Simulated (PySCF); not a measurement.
Al(H)2(OEt), SMILES C(C)[O][AlH2] (C₂H₇AlO), B3LYP/def2-SVP optimised geometry.

```
11

Al     1.21     0.94     0.00
H      2.79     0.94     0.00
H      0.34     2.27     0.00
O      0.48    -0.59     0.00
C     -0.69    -1.35     0.00
C     -1.91    -0.61     0.54
H     -0.90    -1.70    -1.03
H     -0.51    -2.27     0.60
H     -2.14     0.27    -0.06
H     -2.79    -1.27     0.54
H     -1.73    -0.28     1.58
```

Density from B3LYP/def2-TZVP run with PySCF at that geometry.

Minimum of the electron density along straight lines between bonded atoms, close to the bond critical point (lines longer than 1.1 times the sum of covalent radii, or with two minima, are not listed):

```json
[
 {"bond": "Al1–H2", "length / Å": "1.578", "ρ at the minimum / e bohr⁻³": "0.084", "∇²ρ there / e bohr⁻⁵": "0.20", "position (fraction from the first atom)": "0.51"},
 {"bond": "Al1–H3", "length / Å": "1.585", "ρ at the minimum / e bohr⁻³": "0.083", "∇²ρ there / e bohr⁻⁵": "0.20", "position (fraction from the first atom)": "0.50"},
 {"bond": "Al1–O4", "length / Å": "1.695", "ρ at the minimum / e bohr⁻³": "?", "∇²ρ there / e bohr⁻⁵": "?", "position (fraction from the first atom)": "0.43"},
 {"bond": "O4–C5", "length / Å": "1.399", "ρ at the minimum / e bohr⁻³": "0.262", "∇²ρ there / e bohr⁻⁵": "?", "position (fraction from the first atom)": "0.65"},
 {"bond": "C5–C6", "length / Å": "1.524", "ρ at the minimum / e bohr⁻³": "0.253", "∇²ρ there / e bohr⁻⁵": "-0.65", "position (fraction from the first atom)": "0.50"},
 {"bond": "C5–H7", "length / Å": "1.107", "ρ at the minimum / e bohr⁻³": "0.278", "∇²ρ there / e bohr⁻⁵": "-0.96", "position (fraction from the first atom)": "0.64"},
 {"bond": "C5–H8", "length / Å": "1.107", "ρ at the minimum / e bohr⁻³": "0.279", "∇²ρ there / e bohr⁻⁵": "-0.97", "position (fraction from the first atom)": "0.64"},
 {"bond": "C6–H9", "length / Å": "1.102", "ρ at the minimum / e bohr⁻³": "0.272", "∇²ρ there / e bohr⁻⁵": "-0.92", "position (fraction from the first atom)": "0.64"},
 {"bond": "C6–H10", "length / Å": "1.102", "ρ at the minimum / e bohr⁻³": "0.271", "∇²ρ there / e bohr⁻⁵": "-0.91", "position (fraction from the first atom)": "0.64"},
 {"bond": "C6–H11", "length / Å": "1.103", "ρ at the minimum / e bohr⁻³": "0.272", "∇²ρ there / e bohr⁻⁵": "-0.91", "position (fraction from the first atom)": "0.64"}
]
```

Task: Fill in the missing entries.

Result: 
- Al1–O4, ρ at the minimum / e bohr⁻³: 0.104
- Al1–O4, ∇²ρ there / e bohr⁻⁵: 0.80
- O4–C5, ∇²ρ there / e bohr⁻⁵: -0.52
